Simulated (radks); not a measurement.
All-electron atom: S7+ in [He] 2s2 2p5 (the NIST ground configuration).

Method: non-relativistic Kohn-Sham, Slater X-alpha with alpha = 0.667, spin-unpolarised, spherical densities, point nucleus; computed with a radial shooting solver on a logarithmic mesh with Libxc functionals.

Energy parts (eV):
total: -10213.944
kinetic: 10213.944
electron-nucleus: -22948.230
Hartree: 3041.301
exchange: -520.959

Orbitals (lengths in bohr, moments of r in powers of bohr; r(max) is where P^2 peaks; r(90%) holds 90 % of the orbital's charge):
\begin{tabular}{lrrrrr}
orbital & occ. & eigenvalue (eV) & r(90%) & r(max) & <r^2> \\ \hline
1s & 2 & -2556.447 & 0.174 & 0.06388 & 0.01277 \\
2s & 2 & -354.9220 & 0.725 & 0.3840 & 0.2570 \\
2p & 5 & -304.7118 & 0.694 & 0.3167 & 0.2187 \\
\end{tabular}

The highest occupied level is 2p at -304.71 eV. Summed over all electrons, <r^2> = 1.633 bohr^2, which gives a Langevin (diamagnetic) susceptibility term of -1.29 x 10^-6 cm^3/mol.
